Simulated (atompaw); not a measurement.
**Pseudopotential generation for niobium: PAW (atompaw), LDA (PW92), scalar-relativistic.**

| Item | Value |
| --- | --- |
| Element | niobium (Nb) |
| Generator | atompaw 4.2.0.5 |
| Type | PAW |
| Functional | LDA (PW92) |
| Relativity | scalar-relativistic |
| Frozen core | [Ar] 3d10 |
| Valence charge | 13 |
| Reference configuration | 4s2 4p6 4d4 5s0.5 5p0.5 |
| Partial waves | 4s (bound): rc 1.95 bohr; 5s (bound): rc 1.85 bohr; 4p (bound): rc 1.50 bohr; 5p (bound): rc 2.05 bohr; 4d (bound): rc 2.05 bohr; 4d channel at 0.55 Ry: rc 2.05 bohr |
| Local potential | bessel scheme, radius 2.00 bohr |
| Core correction | smooth core density matched at 1.20 bohr |
| Augmentation charge | sinc compensation charge, radius 1.55 bohr; PAW radius 2.05 bohr; waves and projectors: custom polynom vanderbiltortho |

All-electron outer shells of the reference configuration (LDA (PW92), scalar-relativistic, ld1.x):

```
shell  level (eV)  outermost node (bohr)  outermost maximum (bohr)
   3p     -347.10                   0.17                      0.39
   3d     -197.21                      –                      0.33
   4s      -59.10                   0.53                      1.02
   4p      -35.26                   0.54                      1.12
   5s       -4.63                   1.40                      3.04
   4d       -3.79                   0.55                      1.51
   5p       -1.59                   1.62                      4.15
```

Task: Estimate the cutoffs (Ry, on a coarse ladder) from which the occupation-weighted sum of valence levels, in a spherical-Bessel basis at the reference potential, stays within 10 and 1 mRy of its value at 400 Ry.

Result: 30 Ry and 45 Ry.

Task: What does a ghost test show?

Result: No extra level below or beside the all-electron valence levels (s, p, d, f tested).

Task: Is the overlap operator S = 1 + Σ q|β⟩⟨β| positive definite (Bessel basis up to 400 Ry)?

Result: Yes: its lowest eigenvalue is 0.47 (s channel).

Task: Which valence shell sets the plane-wave cutoff?

Result: 4p: its level needs 30 Ry to come within 1 mRy, against 21 Ry for 4d.
